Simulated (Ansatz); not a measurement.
Species: disilanyl(ethynyl)silane, C₂H₈Si₃, net charge 0, singlet state. SMILES: C#C[SiH2][SiH2][SiH3]
Structure (B3LYP-D3(BJ)/def2-TZVP (Ansatz, an electronic-structure program) minimum search):
```
Si
H 1 1.4850
H 1 1.4861 2 108.32
Si 1 2.3438 2 110.04 3 120.62
H 4 1.4814 1 109.87 2 55.97
H 4 1.4832 5 108.84 1 -119.99
H 4 1.4835 5 108.89 6 -118.27
Si 1 2.3446 2 109.38 3 -119.24
H 8 1.4814 1 112.33 2 51.15
H 8 1.4818 9 108.77 1 -122.22
C 8 1.8265 9 109.11 10 -118.48
C 11 1.2062 10 149.82 8 -174.09
H 12 1.0638 10 158.84 8 -176.19
```

Property: vertical ionisation energy (to the doublet state of charge +1; each state is the SCF solution reached for its spin; the UHF <S^2> is 0.86 for the doublet (pure: 0.75)), in eV. Cores are frozen in the correlated levels unless marked. UHF or UKS for open shells. Spin-orbit coupling is left out. No relativistic terms. Basis-set limits of correlation are two-point, X^-3; Hartree-Fock from the larger set. The bracket is a focal-point correction in the basis named.

```
level                                                                      program  vertical ionisation energy (eV)
-------------------------------------------------------------------------  -------  -------------------------------
SVWN5/def2-TZVPD                                                            Ansatz                             9.30
BHLYP/def2-TZVPD                                                            Ansatz                             9.57
wB97X-V/def2-TZVPD                                                          Ansatz                             9.74
B2PLYP/def2-TZVPD                                                           Ansatz                             9.54
MP2/aug-cc-pV(T+d)Z                                                         Ansatz                             9.99
RI-MP2/aug-cc-pV(T+d)Z                                                      Ansatz                             9.99
SCS-MP2/aug-cc-pV(D+d)Z                                                     Ansatz                             9.88
CCSD/aug-cc-pV(D+d)Z                                                        Ansatz                             9.70
CCSD(T)/aug-cc-pV(D+d)Z                                                     Ansatz                             9.68
RI-MP2/CBS(aug-cc-pV(T+d)Z,aug-cc-pV(Q+d)Z)+[CCSD(T)-MP2]/aug-cc-pV(T+d)Z   Ansatz                             9.89
```
